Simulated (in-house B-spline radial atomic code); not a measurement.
A radial electron density 4πr²n(r) was computed for an atom or ion in its tabulated ground configuration with a B-spline radial code for spherical atoms; method: non-relativistic LC-wPBE, spin-polarised, spherical fractional occupations. Columns: r (bohr), 4πr²n(r) (electrons per bohr), bar.

```
 0.00659   0.2202 #
  0.0077   0.2947 #
 0.00899   0.3925 ##
  0.0105    0.521 ##
  0.0123   0.6921 ###
  0.0143   0.9024 ####
  0.0167    1.179 #####
  0.0195    1.528 #######
  0.0228    1.968 #########
  0.0267    2.516 ###########
  0.0311    3.155 ##############
  0.0364    3.929 ##################
  0.0425    4.801 ######################
  0.0496    5.759 ##########################
  0.0579    6.767 ###############################
  0.0677     7.77 ###################################
   0.079    8.658 #######################################
  0.0923    9.344 ##########################################
   0.108     9.71 ############################################
   0.126     9.66 ############################################
   0.147    9.164 ##########################################
   0.172    8.237 #####################################
   0.201    7.028 ################################
   0.234    5.779 ##########################
   0.274    4.669 #####################
    0.32    3.988 ##################
   0.373    3.827 #################
   0.436    4.138 ###################
   0.509    4.712 #####################
   0.595    5.252 ########################
   0.695     5.46 #########################
   0.812    5.169 #######################
   0.948      4.4 ####################
    1.11    3.312 ###############
    1.29    2.232 ##########
    1.51    1.278 ######
    1.76   0.6355 ###
    2.06   0.2598 #
    2.41  0.08687 
    2.81  0.02362 
    3.28 0.004879
```

Problem. Which atom or ion is it?
A. F2+
B. N2+
C. Ne2+
D. O2+

Solution. A. The area under the curve, ∫4πr²n dr = ∫r·4πr²n d(ln r) on this logarithmic grid, is 7 electrons, which only this option has. The configuration is [He] 2s2 2p3.
